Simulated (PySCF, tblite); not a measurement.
A database entry of computed molecular properties. Lists by class give the value and the number of equivalent atoms.

```json
{
 "formula": "C5H4F3O2",
 "smiles": "[CH2][C@H](C(=O)O)C(F)=C(F)F",
 "charge": 0,
 "multiplicity": 2,
 "geometry_level": "GFN2-xTB",
 "atoms_angstrom": [
  ["C", -0.101, -1.358, -0.815],
  ["C", 0.091, 0.094, -0.683],
  ["C", 1.328, 0.125, 0.252],
  ["O", 1.271, 0.175, 1.447],
  ["O", 2.45, 0.017, -0.455],
  ["C", -1.033, 0.876, -0.082],
  ["F", -1.239, 2.078, -0.656],
  ["C", -1.775, 0.554, 0.972],
  ["F", -2.734, 1.313, 1.48],
  ["F", -1.697, -0.593, 1.624],
  ["H", 0.53, -1.899, -1.493],
  ["H", -0.697, -1.902, -0.111],
  ["H", 0.38, 0.56, -1.63],
  ["H", 3.224, -0.042, 0.127]
 ],
 "electronic_structure_code": "PySCF",
 "results": {
  "GFN2-xTB geometry": {
   "point_group": "C1",
   "rotational_constants_GHz": [2.128, 0.921, 0.83]
  },
  "GFN2-xTB harmonic vibrations, gas phase": {
   "strongest_ir_bands_cm-1_km_per_mol_modes": [
    [674.4, 128.6, 1],
    [1112.5, 240.6, 1],
    [1141.5, 230.6, 1],
    [1213.5, 238.5, 1],
    [1220.6, 133.2, 1],
    [1801.0, 498.7, 1]
   ],
   "zpe_kcal_per_mol": 51.5
  },
  "UKS B3LYP, pcH-1 on C F H O, non-relativistic, mean-field spin-orbit, GIAO": {
   "g_iso": 2.00287,
   "g_tensor": [2.00225, 2.003, 2.00335],
   "s2": 0.754,
   "a_iso_by_class_MHz": [
    ["13C", 97.4, 1],
    ["13C", 87.2, 1],
    ["1H", -62.3, 2],
    ["1H", 49.6, 1],
    ["13C", -30.0, 1]
   ],
   "spin_populations_mulliken_by_atom": [1.05, -0.08, 0.03, 0.05, 0.01, 0.02, 0.0, -0.01, 0.0, 0.0, -0.05, -0.04, 0.02, 0.0]
  }
 }
}
```

⟨S²⟩ is 0.004 above the pure-spin value S(S + 1) = 0.75. The zero-point energy, half the sum of the 36 harmonic wavenumbers, equals 18010 cm⁻¹ or 215 kJ/mol. g_iso is shifted by about +550 ppm from the free-electron value 2.002319; the principal values span 0.0011.

 In GFN2-xTB open shells enter through the occupations alone, without spin polarisation, so single modes can be far off. Hyperfine couplings depend on the geometry, which wasn't re-optimised at a DFT level.

Shape of the structure used: `[CH2:1][C@H:2]([C:3](=[O:4])[OH:5])[C:6]([F:7])=[C:8]([F:9])[F:10]`: C1–C2–C3–O4 -92°, C1–C2–C6–F7 -142°, H–O5–C3–C2 -175°.

One conformer stands for the species.
